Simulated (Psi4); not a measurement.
Pair of molecules: HCl (SMILES Cl) (first 2 atoms) with AsH3 (SMILES [AsH3]); geometry from B3LYP-D3(BJ)/def2-TZVP, rigid monomers moved along the line of their centres of mass till Cl1···As3 is 4.44 Å.
(charge 0, multiplicity 1):
```xyz
6

Cl     0.458    -1.352     0.360
H     -0.717    -0.957     0.688
As     0.104     1.163     4.000
H     -0.780    -0.079     3.947
H     -0.514     1.728     2.725
H     -0.902     1.904     4.876
```

The numbers are results of SAPT0/aug-cc-pVDZ in Psi4, not measurements.

Question: Which attractive term is largest, and how does the interaction split up?

Answer: electrostatics -0.11, exchange 0.27, induction -0.06, dispersion -0.66, total -0.56 kcal/mol; the largest attraction is dispersion.
